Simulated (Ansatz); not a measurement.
C12H4N4, SMILES C(#N)C(C#N)=c1ccc(cc1)=C(C#N)C#N.

Geometry optimised at CAM-B3LYP-D3(BJ)/def2-SVP.

All values below come from CAM-B3LYP-D3(BJ)/def2-SVP (Ansatz, an electronic-structure program).

Each state was relaxed at this level (stationary points, no frequency check), unrestricted for open shells, gas phase, no zero-point terms. λ is the four-point inner reorganisation energy.

cation: E(neutral) = -677.73439, E(cation at the neutral's geometry) = -677.39683, E(relaxed cation) = -677.40108, E(neutral at the cation's geometry) = -677.73023 hartree. anion: E(neutral) = -677.73439, E(anion at the neutral's geometry) = -677.85888, E(relaxed anion) = -677.86598, E(neutral at the anion's geometry) = -677.72756 hartree. triplet: E(neutral) = -677.73439, E(triplet at the neutral's geometry) = -677.69196, E(relaxed triplet) = -677.71186, E(neutral at the triplet's geometry) = -677.71573 hartree.

Task: Work out the vertical and adiabatic energies and the reorganisation energies.

Result: 
```tsv
quantity	at the neutral's geometry (eV)	adiabatic (eV)	at the other state's geometry (eV)	relaxation of that state (meV)	relaxation of the neutral (meV)	λ (meV)
ionisation energy	9.19	9.07	8.96	116	113	229
electron affinity	3.39	3.58	3.77	193	186	379
T1 energy	1.15	0.61	0.11	541	508	1049
```
